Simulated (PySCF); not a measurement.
Correlation energy of Hf (hafnium, neutral)

[Xe] 4f14 5d4, high-spin 5D determinant (an excited configuration). All numbers are calculated (PySCF 2.14, a scalar-relativistic core potential, in def2-QZVPPD with the def2 core potential (60 electrons) (7s6p4d3f2g, 84 functions)). Frozen: nothing; 12 electrons correlated.

```csv
level,correlation energy (mhartree)
CCSD,-285.44
(T),-10.04
CCSD(T),-295.48
```

Diagnostics: T1 = 0.0054, D1 = 0.0108, largest double amplitude 0.042.

Question: Is a single reference adequate?

Answer: Yes, within this model without spin-orbit coupling: T1 lies below 0.03 and no double amplitude reaches 0.07.

The basis has no tight functions for the innermost shells, so their pair energies are far from complete.

This basis was not built for core-valence correlation, so the inner-shell part is incomplete.
